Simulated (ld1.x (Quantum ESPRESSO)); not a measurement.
Building the RRKJ potential for iron (Fe) (LDA (PZ), scalar-relativistic).

ld1.x (Quantum ESPRESSO) 7.5 input, shortened:

```
&input
   title='Fe', zed=26., rel=1, dft='PZ', iswitch=3,
   config='[Ar] 3d6 4s2 4p0'
 /
 &inputp
   pseudotype=2, tm=.false., lloc=0,
   nlcc=.false.
 /
3
4P  2  1   0.00   0.00  2.75  2.75  0.0
3D  3  2   6.00   0.00  1.90  1.90  0.0
4S  1  0   2.00   0.00  2.20  2.20  0.0
 &test
   configts(1)='3d6 4s2 4p0'
 /
```

* Cutoffs needed: 50 Ry and 70 Ry (the cutoffs (Ry, on a coarse ladder) from which the occupation-weighted sum of valence levels, in a spherical-Bessel basis at the reference potential, stays within 10 and 1 mRy of its value at 400 Ry)
* Ghost test: no extra level below or beside the all-electron valence levels (p, d, s, f tested) (spherical-Bessel basis up to 400 Ry, 20 bohr box)
* Largest excitation error: +165 meV (all-electron minus pseudo) for 3d4 4s0 4p0, out of 7 test configurations
